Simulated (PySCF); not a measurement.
**Bromine: highly charged ions in a basis for the neutral atom**

Br¹⁵⁺ [Ar] 3d2, Br¹⁶⁺ [Ar] 3d1. All numbers are calculated (PySCF 2.14, scalar relativity by spin-free X2C-1e, in cc-pVDZ-DK). No spin-orbit coupling, so a gap to NIST mixes the basis error with missing relativistic terms.

Changed run: basis of the neutral atom used for a highly charged ion. This setting is unsound on purpose.

```json
{"species": "Br¹⁵⁺", "method": "UHF", "sound run (hartree)": "not run", "changed run (hartree)": "-2491.57003", "converged": "yes"}
{"species": "Br¹⁵⁺", "method": "B3LYP", "sound run (hartree)": "not run", "changed run (hartree)": "-2492.56375", "converged": "yes"}
{"species": "Br¹⁵⁺", "method": "LDA", "sound run (hartree)": "not run", "changed run (hartree)": "-2488.69094", "converged": "yes"}
{"species": "Br¹⁶⁺", "method": "UHF", "sound run (hartree)": "not run", "changed run (hartree)": "-2472.05469", "converged": "yes"}
{"species": "Br¹⁶⁺", "method": "B3LYP", "sound run (hartree)": "not run", "changed run (hartree)": "-2472.98811", "converged": "yes"}
{"species": "Br¹⁶⁺", "method": "LDA", "sound run (hartree)": "not run", "changed run (hartree)": "-2469.13333", "converged": "yes"}
```

Ionisation energy of Br¹⁵⁺:

```csv
method,changed run (eV),NIST (eV)
UHF,531.04,530 ± 3
B3LYP,532.68,530 ± 3
LDA,532.19,530 ± 3
```

The contracted functions were made for the neutral atom and can be too rigid for a highly charged ion.
